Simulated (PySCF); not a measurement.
Fluorine: a sound run and one with changed settings

Sound run: F⁺ [He] 2s2 2p4, F²⁺ [He] 2s2 2p3. Calculation: PySCF 2.14, in def2-TZVP (5s3p2d1f, 31 functions); no relativity, point nucleus. In the sound run the correlated levels freeze 1s2. The sound run starts from symmetry-adapted Hartree-Fock orbitals and uses a fine grid where one is needed.

A second run was set up differently.

```json
{"species": "F⁺", "method": "MP2", "sound run (hartree)": "-98.97723", "changed run (hartree)": "-98.99545", "converged": "yes"}
{"species": "F⁺", "method": "CCSD(T)", "sound run (hartree)": "-98.99489", "changed run (hartree)": "-99.01356", "converged": "yes"}
{"species": "F²⁺", "method": "MP2", "sound run (hartree)": "-97.70578", "changed run (hartree)": "-97.72358", "converged": "yes"}
{"species": "F²⁺", "method": "CCSD(T)", "sound run (hartree)": "-97.72119", "changed run (hartree)": "-97.73945", "converged": "yes"}
```

Ionisation energy of F⁺:

```tsv
method	sound run (eV)	changed run (eV)
UHF	33.409	33.409
MP2	34.598	34.609
SCS-MP2	34.692	34.695
CCSD	34.638	34.649
CCSD(T)	34.659	34.670
```

What was changed?
A. minimal basis
B. too few SCF iterations
C. all electrons correlated in a valence basis
D. basis contracted for another Hamiltonian

C. A valence basis has no tight correlating functions, so it recovers only part of the core correlation, and not evenly between atom and ion.
